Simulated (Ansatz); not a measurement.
Relaxation of CH4OSSe (8 atoms, charge 0, multiplicity 1), to a largest force component of 0.015 eV/Å in at most 40 steps.

Computed with RKS BHLYP-D4/def2-SVP (Ansatz).

```xyz
8
Properties=species:S:1:pos:R:3:forces:R:3
O -0.436 1.292 -0.976 -3.44 2.32 -0.06
C -0.047 0.346 -0.102 0.24 0.48 1.68
S 1.677 0.004 -0.442 1.14 -1.14 1.52
Se -1.012 -1.269 -0.363 -1.76 -0.84 0.02
H -1.390 1.590 -0.702 3.18 -0.87 -1.08
H -0.152 0.716 0.948 0.09 -0.49 -0.58
H 1.866 -0.824 0.707 -0.22 1.14 -1.58
H -2.354 -0.568 -0.272 0.77 -0.60 0.07
```

**Question.** Where does it end, and by what steps?

**Answer.** The run converged. After 25 steps the energy has fallen by 0.631 eV; H5 moved furthest, 1.11 Å.

```
step  energy less start (eV)  largest force component (eV/Å)  accepted
   0                  0.0000                           3.443       yes
   1                 -0.3961                           1.094       yes
   2                 -0.4371                           0.520       yes
   3                 -0.4587                           0.240       yes
   4                 -0.4738                           0.111       yes
   5                 -0.4785                           0.283       yes
   6                 -0.4872                           0.045       yes
   7                 -0.3712                           2.936        no
   8                 -0.4917                           0.120       yes
   9                 -0.4873                           0.870        no
  10                 -0.4938                           0.118       yes
  11                 -0.4952                           0.295       yes
  12                 -0.5002                           0.202       yes
  13                 -0.5095                           0.458       yes
  14                 -0.4545                           1.933        no
  15                 -0.5272                           0.413       yes
  16                 -0.5495                           0.409       yes
  17                 -0.5697                           0.952       yes
  18                 -0.5701                           0.624       yes
  19                 -0.6127                           0.534       yes
  20                 -0.6243                           0.137       yes
  21                 -0.6275                           0.172       yes
  22                 -0.6296                           0.239       yes
  23                 -0.6305                           0.031       yes
  24                 -0.6306                           0.021       yes
  25                 -0.6307                           0.008       yes
```

```xyz
8
Properties=species:S:1:pos:R:3
O -0.638 1.561 -0.571
C -0.162 0.444 0.060
S 1.615 0.230 -0.341
Se -1.124 -1.205 -0.438
H -0.660 1.404 -1.516
H -0.281 0.598 1.130
H 1.780 -0.946 0.280
H -2.381 -0.799 0.194
```

Time of the run: 62 s on 2 threads of Intel(R) Xeon(R) Platinum 8375C CPU @ 2.90GHz (Ice Lake), with other jobs on the host, peak memory 0.25 GiB.
